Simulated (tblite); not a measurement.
Start geometry of `C=C(C)[C@H]1OC[CH]C1` [radical] from a force field or distance geometry (Å):
```
atom  x, y, z in Å
C1    -1.9089    0.4208    1.4486
C2    -1.0965   -0.2044    0.6007
C3    -1.6041   -1.5263    0.0824
C4     0.2308    0.3113    0.2031
C5     0.3929    0.5358   -1.2600
C6     1.8531    0.9702   -1.2451
C7     2.3819    0.0700   -0.1363
O8     1.2889   -0.5747    0.4250
H9    -2.8758   -0.0075    1.7070
H10   -1.6327    1.3640    1.8807
H11   -0.9445   -1.9735   -0.6703
H12   -1.9191   -2.2086    0.8925
H13   -2.5514   -1.2481   -0.4541
H14    0.4762    1.2349    0.7613
H15   -0.2806    1.3047   -1.6789
H16    0.3357   -0.3818   -1.8353
H17    1.8861    2.0039   -0.7977
H18    2.9158    0.5923    0.6572
H19    3.0425   -0.6737   -0.5882
```

**Question.** What comes out of this run: GFN2-xTB geometry optimisation, gas phase (tblite)?

**Answer.** 
```
atom  x, y, z in Å
C1    -2.1240    0.3600    1.3592
C2    -1.1544   -0.2608    0.7066
C3    -1.2866   -1.6471    0.1620
C4     0.1627    0.4213    0.4408
C5     0.2564    1.0197   -0.9839
C6     1.6811    0.8097   -1.3092
C7     2.2961   -0.0496   -0.2766
O8     1.2399   -0.5006    0.5433
H9    -3.0812   -0.1037    1.5258
H10   -2.0010    1.3550    1.7529
H11   -0.5240   -2.2804    0.6113
H12   -2.2708   -2.0559    0.3725
H13   -1.1203   -1.6522   -0.9147
H14    0.3150    1.2314    1.1736
H15   -0.0505    2.0688   -1.0096
H16   -0.4065    0.4777   -1.6737
H17    2.2060    1.2361   -2.1377
H18    3.0380    0.5104    0.3302
H19    2.8145   -0.9305   -0.6802
```

The energy falls by 25.6 kcal/mol over 152 L-BFGS steps, the largest force on an atom goes from 3.01 to 0.009 eV/Å, and the atoms move by 0.762 Å rms after alignment. The bond that changes most is C4–C5 (ends: carbon bonded to 2 C, O and H; carbon bonded to 2 C and 2 H), which lengthens by 0.059 Å. Bonds longer at the end by more than 0.005 Å: 7 of 19; shorter: 10. Among the angles that change most is C7–C6–H17, from 104.1° to 124.7°. Among the dihedrals that turn most is H16–C5–C6–H17, from 171° to 74°. Rotational constants go from 4328, 1383, 1363 to 4089, 1473, 1336 MHz. The orientation of the end geometry is arbitrary; only internal coordinates are fixed.

Time: 1.0 s wall. Hardware: one thread, Arm Neoverse V1 (aarch64), on a shared host.

Its GFN2-xTB frequencies are all real (lowest 53 cm⁻¹). 3 starts were optimised and ended at 0.00, 0.16 and 0.75 kcal/mol (GFN2-xTB); the lowest of these is shown.

One conformer stands for the species.

The numbers are calculated, not measured.
